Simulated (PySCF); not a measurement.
Correlation energy of P (phosphorus, neutral)

Starting occupation: [Ne] 3s2 3p3, 3p3/2 with m_j = -1/2, +1/2, +3/2. Computed with PySCF 2.14 in x2c-TZVPall-2c, with X2C-1e with screened-nucleus spin-orbit coupling, Gaussian nucleus. Frozen: [Ne]; 5 electrons correlated; the 6 highest virtual spinors left out.

MP2 pair energies summed by pair of shells (mhartree):

```
 pair  energy  share (%)
3p-3s  -52.66       64.9
3p-3p  -18.35       22.6
3s-3s  -10.17       12.5
```

Total MP2 correlation energy: -81.19 mhartree.

The GHF reference relaxed away from the jj start to a determinant that is no pure jj level (⟨S²⟩ = 3.75, ⟨J²⟩ = 3.75); the energies belong to that determinant.
